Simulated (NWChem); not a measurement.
Molecule: SrHOCl; SMILES [OH][Sr][Cl]

```xyz
4

Sr    -0.0371     0.2170    -0.0122
Cl    -0.1459    -2.4226    -0.0261
O      1.1692     1.9781     0.0878
H      1.8000     2.6989     0.1048
```
Atoms are numbered in this order, from 1.

Level: PBE0/def2-SVP with def2 effective core potentials on Sr (NWChem), optimised geometry, unscaled harmonic frequencies. def2 effective core potentials on Sr; no spin-orbit coupling.

```json
[
 {"frequency (cm⁻¹)": "56", "IR intensity (km/mol)": "24.6"},
 {"frequency (cm⁻¹)": "301", "IR intensity (km/mol)": "40.3"},
 {"frequency (cm⁻¹)": "452", "IR intensity (km/mol)": "184.2"},
 {"frequency (cm⁻¹)": "462", "IR intensity (km/mol)": "182.6"},
 {"frequency (cm⁻¹)": "563", "IR intensity (km/mol)": "141.6"},
 {"frequency (cm⁻¹)": "3985", "IR intensity (km/mol)": "63.8"}
]
```

| Item | Result |
|---|---|
| zero-point energy | 8.3 kcal/mol |
| thermal correction to the enthalpy at 298.15 K (with zero-point energy) | 11.9 kcal/mol |
| heat capacity Cv | 13.4 cal/(mol K) |
| entropy at 298.15 K and 1 atm (symmetry number 1) | 74.1 cal/(mol K) |

Rigid rotor and harmonic oscillator; modes under 100 cm⁻¹ make the entropy uncertain.
